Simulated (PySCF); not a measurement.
CAuClO, SMILES [O+]#[C-]->[Au][Cl] (connectivity only; charge and spin as stated), charge -1, multiplicity 2.

Geometry: B3LYP-D3(BJ)/def2-SVPD. The multiplicity is an assumed one; other spin states were not compared. The isomer is the one that the SMILES or the coordinates give; other isomers of the formula were not compared. The def2 effective core potentials stand for the cores of Au; spin–orbit coupling is left out.

Two levels are set side by side: PBE/def2-TZVPD (PySCF) and M06-2X/def2-TZVPD (PySCF). Same geometry, gas phase. Differences are taken from unrounded values.

```csv
quantity,M06-2X
α-spin orbital gap (eV),4.89
β-spin orbital gap (eV),7.86
mean polarisability (bohr³),81.6
```

### Question
What does PBE give, and how far is it from M06-2X? (The exact figures need the calculation; the answer reports its results.)

### Answer

```tsv
quantity	PBE	PBE minus M06-2X
α-spin orbital gap (eV)	1.29	-3.60
β-spin orbital gap (eV)	3.55	-4.30
mean polarisability (bohr³)	95.4	13.8
```

PBE's more diffuse valence density responds more strongly to a field. Differences between two approximate levels are no errors against the true value.

Rough cost on one machine, each run with all the roots and properties that it gave: M06-2X against PBE within a factor of 2.
